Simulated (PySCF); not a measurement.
```xyz
8
charge 0 multiplicity 1, angstrom
Ga    1.2954    0.0000    0.0000
Ga   -1.2954    0.0000    0.0000
H     0.0000    1.1836    0.0000
H     0.0000   -1.1836    0.0000
H     1.9501    0.0000    1.4101
H     1.9501    0.0000   -1.4101
H    -1.9501    0.0000    1.4101
H    -1.9501    0.0000   -1.4101
```

All numbers come from PySCF, PBE0, basis Ga def2-TZVP, H def2-TZVP (no relativity, density fitting).

This geometry of Ga2H6 is a stationary point at this level.

(1) What is the point group?

(2) Is it a minimum?

(3) List the harmonic modes with their infrared intensities.

(4) What are the dipole moment and the gap between the highest occupied and lowest empty levels?

Results:

(1) D2h.

(2) Yes: all harmonic wavenumbers are real.

(3) 
```json
{"symmetry": "b2u", "ω (cm⁻¹)": "214", "IR (km/mol)": "5.6"}
{"symmetry": "ag", "ω (cm⁻¹)": "233", "IR (km/mol)": "0.0"}
{"symmetry": "b2g", "ω (cm⁻¹)": "414", "IR (km/mol)": "0.0"}
{"symmetry": "au", "ω (cm⁻¹)": "454", "IR (km/mol)": "0.0"}
{"symmetry": "b3g", "ω (cm⁻¹)": "474", "IR (km/mol)": "0.0"}
{"symmetry": "b3u", "ω (cm⁻¹)": "647", "IR (km/mol)": "127"}
{"symmetry": "b1u", "ω (cm⁻¹)": "672", "IR (km/mol)": "509"}
{"symmetry": "ag", "ω (cm⁻¹)": "730", "IR (km/mol)": "0.0"}
{"symmetry": "b1g", "ω (cm⁻¹)": "752", "IR (km/mol)": "0.0"}
{"symmetry": "b2u", "ω (cm⁻¹)": "759", "IR (km/mol)": "125"}
{"symmetry": "b3u", "ω (cm⁻¹)": "1282", "IR (km/mol)": "217"}
{"symmetry": "b2g", "ω (cm⁻¹)": "1336", "IR (km/mol)": "0.0"}
{"symmetry": "b1u", "ω (cm⁻¹)": "1351", "IR (km/mol)": "956"}
{"symmetry": "ag", "ω (cm⁻¹)": "1523", "IR (km/mol)": "0.0"}
{"symmetry": "b1u", "ω (cm⁻¹)": "2015", "IR (km/mol)": "126"}
{"symmetry": "ag", "ω (cm⁻¹)": "2021", "IR (km/mol)": "0.0"}
{"symmetry": "b3g", "ω (cm⁻¹)": "2028", "IR (km/mol)": "0.0"}
{"symmetry": "b2u", "ω (cm⁻¹)": "2035", "IR (km/mol)": "353"}
```

(4) 0.00 D and 7.50 eV.

This need not be the most stable arrangement of these atoms.
